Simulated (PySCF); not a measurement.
## XPS shifts beside NMR shieldings

Compound: C4H9FOSi.
Cartesian coordinates in Å at the PBE0-D3(BJ)/def2-SVP level; atoms count from 1:
```xyz
16
C4H9FOSi angstrom
C      2.083   -0.501   -0.070
C      0.706   -0.156    0.447
C     -0.420   -0.432   -0.559
C     -1.666    0.313   -0.108
F     -2.267   -0.377    0.940
Si    -0.864    1.908    0.582
O      0.659    1.229    0.779
H      2.846   -0.261    0.684
H      2.304    0.080   -0.979
H      2.152   -1.573   -0.310
H      0.502   -0.741    1.364
H     -0.118   -0.046   -1.549
H     -0.623   -1.510   -0.666
H     -2.402    0.418   -0.920
H     -1.467    2.354    1.869
H     -0.820    3.044   -0.384
```

Binding energies: PySCF, delta-SCF UKS SCAN, pcX-2 on the ionised atom, pcseg-1 elsewhere, spin-free X2C. Shieldings: GIAO B3LYP/pcSseg-1, non-relativistic, same geometry.

```json
{"atom": "C1", "C 1s (eV)": "290.71"}
{"atom": "C2", "C 1s (eV)": "292.21"}
{"atom": "C3", "C 1s (eV)": "290.95"}
{"atom": "C4", "C 1s (eV)": "292.41"}
```

Question: What are the absolute isotropic shieldings of these atoms?

Answer: 
```json
{"atom": "C1", "environment": "methyl carbon", "C 1s (eV)": "290.71", "isotropic shielding (ppm)": "154.3"}
{"atom": "C3", "environment": "ring CH2 carbon", "C 1s (eV)": "290.95", "isotropic shielding (ppm)": "131.2"}
{"atom": "C2", "environment": "sp3 carbon bound to oxygen", "C 1s (eV)": "292.21", "isotropic shielding (ppm)": "102.5"}
{"atom": "C4", "environment": "sp3 C–F carbon", "C 1s (eV)": "292.41", "isotropic shielding (ppm)": "86.8"}
```

Question: Among the listed atoms, is the one with the highest binding energy also the least shielded?

Answer: Yes: C4 has both (292.41 eV, 86.8 ppm).

By binding energy: C1 < C3 < C2 < C4. By shielding: C4 < C2 < C3 < C1.

The structure is a single PBE0-D3(BJ)/def2-SVP conformer in the gas phase; no vibrational or solvent corrections.
